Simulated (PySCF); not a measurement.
# Working out the ionisation energy of Sc

Sc [Ar] 3d1 4s2 (2D) → Sc⁺ [Ar] 3d1 4s1 (3D). Computed with PySCF 2.14 in aug-cc-pVTZ, with the non-relativistic Hamiltonian (point nucleus). Frozen: [Ar]. Energies in hartree (1 hartree = 27.21139 eV):

```csv
part,Sc (lower),Sc⁺ (upper)
UHF,-759.739645,-759.542599
CCSD correlation,-0.039971,-0.004618
(T),-0.001115,0.000000
```

Q: What does Hartree-Fock give?

A: (-759.542599) − (-759.739645) = 0.197046 hartree = 5.362 eV.

Q: What do CCSD and CCSD(T) give?

A: The CCSD correlation energies differ by 0.035353 hartree = 0.962 eV and the triples by 0.001115 hartree = 0.030 eV, so CCSD gives 6.324 eV and CCSD(T) 6.354 eV.

Measured between the centres of the two terms (NIST): 6.562 eV, so CCSD(T) (valence) is off by -0.208 eV.

The calculation is non-relativistic.

What remains against the reference includes basis incompleteness, the frozen core and higher excitations.
